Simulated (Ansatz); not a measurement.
Gas-phase electronic energies from Ansatz, PBE0-D4/def2-TZVP geometries. CCSD(T)/CBS adds triple-zeta CCSD(T) − MP2 to the extrapolated MP2 energy (def2 sets, frozen cores). Functionals use def2-TZVPP. B3LYP here is the variant with VWN-RPA as its local correlation; programs differ in this. One conformer a species, not always the lowest.

Reaction (substitution at a C–O bond): `C#CO[SiH2]F` + `C[SiH2]SS` → `C#CSS[SiH2]C` + `O[SiH2]F`

Task: Is it downhill or uphill in electronic energy at CCSD(T)/CBS, and by how much? (Best estimate.)

Result: The calculation gave: Downhill: ΔE = -74.0 kJ/mol.

Task: What do these levels give: r2SCAN-D4, PBE0-D4, ωB97M-V, PBE, r2SCAN, B3LYP, SCS-MP2/def2-TZVPP, CCSD/def2-TZVPP, HF/def2-QZVPP, MP2/def2-QZVPP, SCS-MP2/def2-QZVPP, MP2/CBS(def2)? (Estimate.)

Result: Computed: r2SCAN-D4 -72.0, PBE0-D4 -67.3, ωB97M-V -65.4, PBE -69.6, r2SCAN -71.4, B3LYP -64.8, SCS-MP2/def2-TZVPP -75.8, CCSD/def2-TZVPP -66.2, HF/def2-QZVPP -49.8, MP2/def2-QZVPP -83.6, SCS-MP2/def2-QZVPP -77.3, MP2/CBS(def2) -85.1 kJ/mol.

Largest T1 diagnostic among the species: 0.013.

In def2-TZVPP, CCSD(T) changes the Hartree–Fock value by −20.5 kJ/mol (the triples alone add −4.7 kJ/mol) and MP2 by −31.6 kJ/mol. From PBE to PBE0 (25 % exact exchange), in def2-TZVPP and without D4, ΔE moves by +4.0 kJ/mol.
